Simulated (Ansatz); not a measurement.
`C[SiH](F)[SnH3]` + H₂ → `F[SiH2][SnH3]` + CH₄  (hydrogenolysis of the Si–C bond)

Program: Ansatz. Geometries: PBE0-D4/def2-TZVP. ΔE: electronic, gas phase. CBS: MP2 limit from def2 TZ/QZ plus the TZ coupled-cluster correction, frozen cores. This one scheme is used for every species. Functionals use def2-TZVPP. B3LYP here is the variant with VWN-RPA as its local correlation; programs differ in this. def2 core potentials past Kr. For Sn outer-core shells are correlated without core-valence functions, which leaves a few kJ/mol of doubt a bond.

`C[SiH](F)[SnH3]`:

```xyz
11

C    -0.326    1.064    1.437
Si   -0.921    0.007    0.028
F    -1.804    0.917   -0.964
Sn    1.016   -1.004   -1.327
H     0.320    1.870    1.085
H    -1.171    1.503    1.973
H     0.245    0.453    2.143
H    -1.817   -1.069    0.534
H     2.059    0.215   -1.915
H     0.455   -1.914   -2.658
H     1.945   -2.044   -0.336
```

H₂:

Z-matrix (Å, degrees):
```
H
H 1 0.746
```

`F[SiH2][SnH3]`:

Cartesian coordinates in Å:
```
F 2.064 0.565 1.017
Si 1.206 -0.476 0.144
Sn -1.176 0.433 -0.158
H 1.895 -0.646 -1.161
H 1.208 -1.776 0.863
H -1.949 0.629 1.350
H -1.157 1.937 -0.962
H -2.091 -0.666 -1.093
```

CH₄:

Z-matrix (Å, degrees):
```
C
H 1 1.090
H 1 1.090 2 109.5
H 1 1.090 2 109.5 3 -120.0
H 1 1.090 2 109.5 3 120.0
```

**Question.** Is it downhill or uphill in electronic energy at CCSD(T)/CBS, and by how much? (Best estimate.)

**Answer.** The calculation gave: Downhill: ΔE = -16.1 kJ/mol.

**Question.** What do these levels give: r2SCAN-D4, PBE0-D4, B3LYP-D4, B2PLYP, PBE, B3LYP, CCSD(T)/def2-TZVPP, HF/def2-QZVPP, MP2/def2-QZVPP, HF/CBS(def2), MP2/CBS(def2), CCSD/CBS(def2)? (Best estimate.)

**Answer.** Ansatz gave: r2SCAN-D4 -14.7, PBE0-D4 -17.0, B3LYP-D4 -19.6, B2PLYP -23.8, PBE -19.8, B3LYP -28.8, CCSD(T)/def2-TZVPP -19.2, HF/def2-QZVPP -41.7, MP2/def2-QZVPP -12.1, HF/CBS(def2) -41.7, MP2/CBS(def2) -10.8, CCSD/CBS(def2) -20.3 kJ/mol.

Largest T1 diagnostic among the species: 0.013.

The D4 term adds +9.2 kJ/mol with B3LYP and +5.1 kJ/mol with PBE0; it sums over pairs of atoms, weighted by their polarisabilities, and B3LYP, whose exchange is more repulsive, gets the larger term. In def2-TZVPP, CCSD(T) changes the Hartree–Fock value by +22.5 kJ/mol (the triples alone add +4.1 kJ/mol) and MP2 by +27.8 kJ/mol.
